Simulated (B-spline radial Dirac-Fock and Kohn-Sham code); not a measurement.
## Form factor and incoherent scattering function of Mo²⁶⁺

System: Mo²⁶⁺, [Ne] 3s2 3p4.

Level of theory: relativistic Hartree-Fock (Dirac-Fock) wave functions, averaged over the configuration; a radial atomic solver. f₀ is the Fourier transform of the spherical electron density, S the Waller-Hartree incoherent function, and s = sin θ/λ.

| s (Å⁻¹) | f₀ | S |
| --- | --- | --- |
| 0 | 16.000 | 0.000 |
| 0.07 | 15.959 | 0.049 |
| 0.08 | 15.946 | 0.064 |
| 0.1 | 15.916 | 0.100 |
| 0.12 | 15.879 | 0.143 |
| 0.14 | 15.836 | 0.194 |
| 0.17 | 15.759 | 0.284 |
| 0.2 | 15.668 | 0.390 |
| 0.24 | 15.526 | 0.555 |
| 0.28 | 15.361 | 0.745 |
| 0.33 | 15.125 | 1.013 |
| 0.4 | 14.743 | 1.437 |
| 0.47 | 14.311 | 1.905 |
| 0.56 | 13.697 | 2.548 |
| 0.67 | 12.888 | 3.358 |
| 0.79 | 11.973 | 4.225 |
| 0.94 | 10.850 | 5.232 |
| 1.12 | 9.613 | 6.283 |
| 1.33 | 8.401 | 7.298 |
| 1.58 | 7.297 | 8.274 |
| 1.88 | 6.353 | 9.230 |
| 2.23 | 5.547 | 10.171 |
| 2.65 | 4.734 | 11.136 |

f₀ starts at the number of electrons, 16, and has fallen to half at s ≈ 1.42 Å⁻¹. The sum of ⟨r²⟩ over the electrons is 1.146 bohr².

Values without a named source are computed, but for edge energies of neutral atoms, which are taken from tables.
